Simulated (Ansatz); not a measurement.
Calculated with Ansatz (gas phase, PBE0-D4/def2-TZVP geometries, no zero-point term in ΔE). CCSD(T)/CBS is the MP2 limit (def2-TZVPP, def2-QZVPP) plus CCSD(T) − MP2 in def2-TZVPP, frozen cores. This one scheme is used for every species. Functionals use def2-TZVPP. Elements past krypton have def2 core potentials. For Sn outer-core shells are correlated without core-valence functions, which leaves a few kJ/mol of doubt a bond. One conformer a species, not always the lowest.

Consider the ligand exchange at the Sn–F bond: `[F][SnH3]` + `CCS` → `CC[S][SnH3]` + H–F.

`[F][SnH3]`:

```xyz
5

F     1.670    0.523    0.424
Sn   -0.117   -0.037   -0.030
H    -0.643    1.093   -1.187
H    -0.977    0.032    1.436
H     0.066   -1.612   -0.644
```

`CCS`:

```xyz
9

C    -0.279    0.868    0.309
C    -0.057   -0.317   -0.606
S     0.183   -1.889    0.264
H    -1.133    0.699    0.967
H    -0.465    1.775   -0.275
H     0.596    1.049    0.937
H    -0.934   -0.493   -1.234
H     0.786   -0.150   -1.279
H     1.303   -1.541    0.916
```

`CC[S][SnH3]`:

Cartesian coordinates in Å:
```
C 1.004 -1.276 0.242
C 0.010 -0.987 -0.862
S 0.051 0.726 -1.487
Sn -0.852 1.907 0.392
H 0.781 -0.700 1.144
H 2.018 -1.023 -0.070
H 0.977 -2.336 0.512
H -1.009 -1.230 -0.555
H 0.230 -1.594 -1.744
H -1.373 3.417 -0.195
H -2.150 0.975 0.999
H 0.314 2.122 1.623
```

H–F:

```xyz
2

F    -0.419    0.012    0.189
H     0.419   -0.012   -0.189
```

CCSD(T)/CBS gives -2.1 kcal/mol.

(1) Another level gave -1.4 kcal/mol. Which?
A. CCSD(T)/def2-TZVPP
B. PBE0/def2-TZVPP
C. PBE/def2-TZVPP
D. HF/def2-TZVPP

Largest T1 diagnostic among the species: 0.014.

## Answers

(1) A. CCSD(T)/def2-TZVPP -1.4, PBE 1.1, HF/def2-TZVPP 4.7, PBE0 -0.1 kcal/mol.

From PBE to PBE0 (25 % exact exchange), in def2-TZVPP and without D4, ΔE moves by −1.2 kcal/mol. In def2-TZVPP, CCSD(T) changes the Hartree–Fock value by −6.2 kcal/mol (the triples alone add −0.9 kcal/mol) and MP2 by −8.2 kcal/mol.
